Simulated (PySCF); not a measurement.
A structure optimised at PBE-D3(BJ)/def2-SVP, used in a PySCF frequency run:

```
Si
F 1 1.6153
F 1 1.6173 2 108.37
F 1 1.6173 2 108.37 3 114.31
Se 1 2.2499 2 107.51 3 -122.85
H 5 1.4866 1 90.45 2 180.00
```

**Question.** Write its SMILES, formula and point group.

**Answer.** F[Si](F)(F)[SeH], F3HSeSi, Cs

**Question.** What are its rotational constants (standard atomic weights)?

**Answer.** 3.8547, 1.4103, 1.3918 GHz
